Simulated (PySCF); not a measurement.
trifluoromethane (CHF₃), singlet, at a GFN2-xTB geometry; DF-BLYP/cc-pVTZ run with PySCF.

PySCF was given this input:
```python
from pyscf import gto, scf, dft

mol = gto.Mole()
mol.atom = '''
    C     0.00184574    0.00147866    0.33702587
    H     0.00789083    0.00632154    1.44084271
    F     0.02727377    1.24268325   -0.13386700
    F     1.06198689   -0.64643979   -0.13124532
    F    -1.09136790   -0.59793163   -0.11966522
'''
mol.basis = 'cc-pvtz'
mol.verbose = 4
mol.symmetry = True
mol.build()

mf = dft.RKS(mol)
mf.xc = 'blyp'
mf.irrep_nelec = {"A'": 20, 'A"': 14}
mf = mf.density_fit(auxbasis='def2-universal-jkfit')
mf.kernel()
mf.analyze()
```

What the program printed (banner, timings and long lists left out):

```
PySCF version 2.14.0

[INPUT] verbose = 4
[INPUT] num. atoms = 5
[INPUT] num. electrons = 34
[INPUT] charge = 0
[INPUT] spin (= nelec alpha-beta = 2S) = 0
[INPUT] symmetry True subgroup None
[INPUT] Mole.unit = angstrom
[INPUT] Symbol           X                Y                Z      unit          X                Y                Z       unit  Magmom
[INPUT]  1 C      0.001845740000   0.001478660000   0.337025870000 AA    0.003487943097   0.002794262431   0.636886591193 Bohr   0.0
[INPUT]  2 H      0.007890830000   0.006321540000   1.440842710000 AA    0.014911507596   0.011945979285   2.722798110476 Bohr   0.0
[INPUT]  3 F      0.027273770000   1.242683250000  -0.133867000000 AA    0.051539955684   2.348331002084  -0.252971967117 Bohr   0.0
[INPUT]  4 F      1.061986890000  -0.646439790000  -0.131245320000 AA    2.006864369979  -1.221594159121  -0.248017709931 Bohr   0.0
[INPUT]  5 F     -1.091367900000  -0.597931630000  -0.119665220000 AA   -2.062386432142  -1.129927021915  -0.226134492436 Bohr   0.0

nuclear repulsion = 134.27705327417
point group symmetry = C3v, use subgroup Cs
symmetry origin: [ 6.11381972e-09 -1.66740556e-09  3.89061259e-09]
symmetry axis x: [ 0.87704154  0.48036483 -0.0069107 ]
symmetry axis y: [0.0054764  0.00438728 0.99997538]
symmetry axis z: [ 0.48038333 -0.8770578   0.00121716]
num. orbitals of irrep A' = 80
num. orbitals of irrep A" = 54
number of shells = 42
number of NR pGTOs = 184
number of NR cGTOs = 134
basis = cc-pvtz
ecp = {}

******** <class 'pyscf.df.df_jk.DFSymAdaptedRKS'> ********
method = DFSymAdaptedRKS
initial guess = minao
damping factor = 0
level_shift factor = 0
DIIS = <class 'pyscf.scf.diis.CDIIS'>
diis_start_cycle = 1
diis_space = 8
diis_damp = 0
SCF conv_tol = 1e-09
SCF conv_tol_grad = None
SCF max_cycles = 50
direct_scf = False
XC library pyscf.dft.libxc version 7.1.2
    S. Lehtola, C. Steigemann, M. J. T. Oliveira, and M. A. L. Marques,  SoftwareX 7, 1–5 (2018)
XC functionals = blyp
    A. D. Becke,  Phys. Rev. A 38, 3098 (1988)
    C. Lee, W. Yang, and R. G. Parr,  Phys. Rev. B 37, 785 (1988)
    B. Miehlich, A. Savin, H. Stoll, and H. Preuss,  Chem. Phys. Lett. 157, 200 (1989)
radial grids:
    Treutler-Ahlrichs [JCP 102, 346 (1995); DOI:10.1063/1.469408] (M4) radial grids

becke partition: Becke, JCP 88, 2547 (1988); DOI:10.1063/1.454033
pruning grids: <function nwchem_prune>
grids dens level: 3
symmetrized grids: True
atomic radii adjust function: <function treutler_atomic_radii_adjust>
small_rho_cutoff = 0
Freeze 34 electrons in irreps ["A'", 'A"']
    0 free electrons in irreps
Set gradient conv threshold to 3.16228e-05
Initial guess from minao.
tot grids = 66712
init E= -338.822965043034
HOMO (A") = 0.0959224955639328  LUMO (A') = -0.372187314102872  gap/eV = -12.73792

WARN: A' LUMO -0.372187314102872 < system HOMO 0.0959224955639328

WARN: A" HOMO 0.0959224955639328 > system LUMO -0.372187314102872

cycle= 1 E= -337.325773010715  delta_E=  1.5  |g|= 0.702  |ddm|= 6.21
HOMO (A") = 0.0288576860197249  LUMO (A') = -0.372368755979431  gap/eV = -10.91793

WARN: A' LUMO -0.372368755979431 < system HOMO 0.0288576860197249

WARN: A" HOMO 0.0288576860197249 > system LUMO -0.372368755979431

cycle= 2 E= -336.744172297186  delta_E= 0.582  |g|= 1.74  |ddm|= 3.16
HOMO (A") = 0.079458231082512  LUMO (A') = -0.399551076842643  gap/eV = -13.03451

WARN: A' LUMO -0.399551076842643 < system HOMO 0.079458231082512

WARN: A" HOMO 0.079458231082512 > system LUMO -0.399551076842643

cycle= 3 E= -337.417478546337  delta_E= -0.673  |g|= 0.134  |ddm|=  2.5
HOMO (A") = 0.0760663621628321  LUMO (A') = -0.398250395738648  gap/eV = -12.90682

WARN: A' LUMO -0.398250395738648 < system HOMO 0.0760663621628321

WARN: A" HOMO 0.0760663621628321 > system LUMO -0.398250395738648

cycle= 4 E= -337.133301259584  delta_E= 0.284  |g|= 1.13  |ddm|= 0.732
HOMO (A") = 0.0781331584303082  LUMO (A') = -0.403203874379086  gap/eV = -13.09785

WARN: A' LUMO -0.403203874379086 < system HOMO 0.0781331584303082

WARN: A" HOMO 0.0781331584303082 > system LUMO -0.403203874379086

cycle= 5 E= -337.415685459776  delta_E= -0.282  |g|= 0.147  |ddm|= 0.797
HOMO (A") = 0.0765394059081892  LUMO (A') = -0.405541817470828  gap/eV = -13.11810

WARN: A' LUMO -0.405541817470828 < system HOMO 0.0765394059081892

WARN: A" HOMO 0.0765394059081892 > system LUMO -0.405541817470828

cycle= 6 E= -337.420176212598  delta_E= -0.00449  |g|= 0.054  |ddm|= 0.211
HOMO (A") = 0.0787927139642939  LUMO (A') = -0.403698097437541  gap/eV = -13.12924

WARN: A' LUMO -0.403698097437541 < system HOMO 0.0787927139642939

WARN: A" HOMO 0.0787927139642939 > system LUMO -0.403698097437541

cycle= 7 E= -337.420515763967  delta_E= -0.00034  |g|= 0.0361  |ddm|= 0.126
HOMO (A") = 0.0773966821427639  LUMO (A') = -0.404988703483948  gap/eV = -13.12637

WARN: A' LUMO -0.404988703483948 < system HOMO 0.0773966821427639

WARN: A" HOMO 0.0773966821427639 > system LUMO -0.404988703483948

cycle= 8 E= -337.420805033575  delta_E= -0.000289  |g|= 0.0112  |ddm|= 0.0729
HOMO (A") = 0.0776836753300287  LUMO (A') = -0.404680691669141  gap/eV = -13.12580

WARN: A' LUMO -0.404680691669141 < system HOMO 0.0776836753300287

WARN: A" HOMO 0.0776836753300287 > system LUMO -0.404680691669141

cycle= 9 E= -337.420831547143  delta_E= -2.65e-05  |g|= 0.00373  |ddm|= 0.0149
HOMO (A") = 0.0776015006634321  LUMO (A') = -0.40475461075834  gap/eV = -13.12558

WARN: A' LUMO -0.40475461075834 < system HOMO 0.0776015006634321

WARN: A" HOMO 0.0776015006634321 > system LUMO -0.40475461075834

cycle= 10 E= -337.420834822751  delta_E= -3.28e-06  |g|= 0.000333  |ddm|= 0.00382
HOMO (A") = 0.0775998515073191  LUMO (A') = -0.404753282800293  gap/eV = -13.12550

WARN: A' LUMO -0.404753282800293 < system HOMO 0.0775998515073191

WARN: A" HOMO 0.0775998515073191 > system LUMO -0.404753282800293

cycle= 11 E= -337.420834846253  delta_E= -2.35e-08  |g|= 0.000104  |ddm|= 0.000302
HOMO (A") = 0.077600453179274  LUMO (A') = -0.404752070710597  gap/eV = -13.12548

WARN: A' LUMO -0.404752070710597 < system HOMO 0.077600453179274

WARN: A" HOMO 0.077600453179274 > system LUMO -0.404752070710597

cycle= 12 E= -337.420834848558  delta_E= -2.31e-09  |g|= 2.44e-05  |ddm|= 7.12e-05
HOMO (A") = 0.0776003181818332  LUMO (A') = -0.404752260506122  gap/eV = -13.12548

WARN: A' LUMO -0.404752260506122 < system HOMO 0.0776003181818332

WARN: A" HOMO 0.0776003181818332 > system LUMO -0.404752260506122

cycle= 13 E= -337.420834848702  delta_E= -1.45e-10  |g|= 2.16e-06  |ddm|= 2.15e-05
HOMO (A") = 0.0776002440923484  LUMO (A') = -0.40475228492765  gap/eV = -13.12548

WARN: A' LUMO -0.40475228492765 < system HOMO 0.0776002440923484

WARN: A" HOMO 0.0776002440923484 > system LUMO -0.40475228492765

Extra cycle  E= -337.420834848581  delta_E= 1.21e-10  |g|= 2.36e-05  |ddm|= 1.73e-05
converged SCF energy = -337.420834848581
**** SCF Summaries ****
Total Energy =                        -337.420834848581080
Nuclear Repulsion Energy =             134.277053274169504
One-electron Energy =                 -734.040025133667086
Two-electron Energy =                  262.342137010916474
Two-electron Coulomb Energy =          299.315027277696458
DFT Exchange-Correlation Energy =      -36.972890266779963
HOMO-LUMO gap [eV] =                   -13.125480864886422
Wave-function symmetry = A'
occupancy for each irrep:     A'   A"
                              10    7
**** MO energy ****
MO #1 (A' #1), energy= -24.3966364579217 occ= 2
MO #2 (A' #2), energy= -24.3859193459895 occ= 2
MO #3 (A" #1), energy= -24.3859184970729 occ= 2
MO #4 (A' #3), energy= -10.1039662171954 occ= 2
MO #5 (A' #4), energy= -1.2559589427583 occ= 2
MO #6 (A' #5), energy= -1.1775317093799 occ= 2
MO #7 (A" #2), energy= -1.17246096941931 occ= 2
MO #8 (A' #6), energy= -0.68970263984821 occ= 2
MO #9 (A' #7), energy= -0.590003076487671 occ= 2
MO #10 (A' #8), energy= -0.576548176052583 occ= 2
MO #11 (A" #3), energy= -0.57096866441727 occ= 2
MO #12 (A' #9), energy= -0.460603635303141 occ= 2
MO #13 (A" #4), energy= -0.460567028295598 occ= 2
MO #14 (A' #10), energy= -0.430696070372425 occ= 2
MO #15 (A" #5), energy= -0.427224584905087 occ= 2
MO #16 (A" #6), energy= -0.398286921302883 occ= 2
MO #17 (A" #7), energy= 0.0776002440923484 occ= 2
MO #18 (A' #11), energy= -0.40475228492765 occ= 0
MO #19 (A' #12), energy= 0.0210582946415165 occ= 0
MO #20 (A' #13), energy= 0.0675365076632684 occ= 0
MO #21 (A' #14), energy= 0.112315112083593 occ= 0
MO #22 (A' #15), energy= 0.218908687887719 occ= 0
MO #23 (A' #16), energy= 0.241156360193273 occ= 0
MO #24 (A" #8), energy= 0.247231956568989 occ= 0
MO #25 (A' #17), energy= 0.307507717961085 occ= 0
 ** Mulliken pop on meta-lowdin orthogonal AOs  **
 ** Mulliken pop  **
 ** Mulliken atomic charges  **
charge of    0C =     -0.37069
charge of    1H =      0.43885
charge of    2F =     -0.04294
charge of    3F =     -0.04294
charge of    4F =      0.01771
Dipole moment(X, Y, Z, Debye):  0.23902,  0.13078, -0.09939
```
